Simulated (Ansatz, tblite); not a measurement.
Spin states of MgBr2, each relaxed with PBE-D4/def2-TZVP in Ansatz. Electronic energies in the gas phase.

The 6-31G sets use Cartesian d functions. The xTB rows come from tblite. B3LYP takes the VWN-RPA correlation. HSE06 is defined as in plane-wave codes, on full-range PBE exchange. Correlated methods freeze 19 core orbitals; core or outer-core shells of Mg, Br are correlated, in sets that lack core-valence functions. In the triplet, Br2 and Br3 lie 2.96 Å apart (atoms count from 1), so these atoms are partly bonded to each other. The structure comes from a short search, and lower isomers may exist.

Singlet geometry (D∞h within 0.1 Å):

```xyz
3

Mg    0.0009   -0.0090   -0.0013
Br   -0.8752   -0.4036    2.1266
Br    0.8743    0.4126   -2.1252
```

Triplet geometry (C2v within 0.1 Å):

```xyz
3

Mg   -0.073    1.348   -0.398
Br   -1.441   -0.752    0.204
Br    1.513   -0.596    0.194
```

Quintet geometry (D∞h within 0.1 Å):

```xyz
3

Mg    0.000    0.000    0.000
Br   -2.025    2.299    0.633
Br    2.025   -2.299   -0.633
```

⟨S²⟩: triplet 2.00 at PBE0-D4/def2-TZVP (pure 2.00), quintet 6.01 at PBE0-D4/def2-TZVP (pure 6.00).

Run but left out: LDA (SPW92)/def2-TZVP (quintet: an occupied level 0.01 eV above an empty one).

Only these spin states were relaxed.

Problem. Estimate which spin state lies lowest at each of these levels, and by how much: GFN1-xTB; GFN2-xTB; HF/6-31G; HF/def2-TZVP; HF/def2-TZVPP; PBE-D4/def2-TZVP; r2SCAN-D4/def2-TZVP; B3LYP-D4/6-31G; PBE0-D4/def2-TZVP; HSE06-D4/def2-TZVP; BHLYP-D4/def2-TZVP; ωB97M-V/def2-TZVP; B2PLYP/def2-TZVP; RPA@PBE/def2-TZVP; MP2/def2-TZVP; MP2/def2-TZVPP; CCSD/def2-TZVPP; CCSD(T)/def2-TZVPP.

Solution. 
```tsv
level	triplet − singlet (kJ/mol)	quintet − singlet (kJ/mol)	lowest of these
GFN1-xTB	218.0	1063.0	singlet
GFN2-xTB	247.2	1281.5	singlet
HF/6-31G	284.2	669.0	singlet
HF/def2-TZVP	311.8	738.6	singlet
HF/def2-TZVPP	311.8	738.6	singlet
PBE-D4/def2-TZVP	285.2	897.7	singlet
r2SCAN-D4/def2-TZVP	303.7	913.6	singlet
B3LYP-D4/6-31G	276.7	835.4	singlet
PBE0-D4/def2-TZVP	304.8	897.0	singlet
HSE06-D4/def2-TZVP	304.4	897.9	singlet
BHLYP-D4/def2-TZVP	323.4	898.1	singlet
ωB97M-V/def2-TZVP	336.8	949.9	singlet
B2PLYP/def2-TZVP	324.5	917.2	singlet
RPA@PBE/def2-TZVP	298.4	843.6	singlet
MP2/def2-TZVP	342.5	925.0	singlet
MP2/def2-TZVPP	342.5	925.0	singlet
CCSD/def2-TZVPP	336.8	889.2	singlet
CCSD(T)/def2-TZVPP	333.7	901.0	singlet
```

Change of the quintet − singlet gap on mixing in exact exchange, in kJ/mol: PBE to PBE0 (25 % exact exchange) -0.7. The xTB methods have no term that favours high spin, so they put low spin too low.
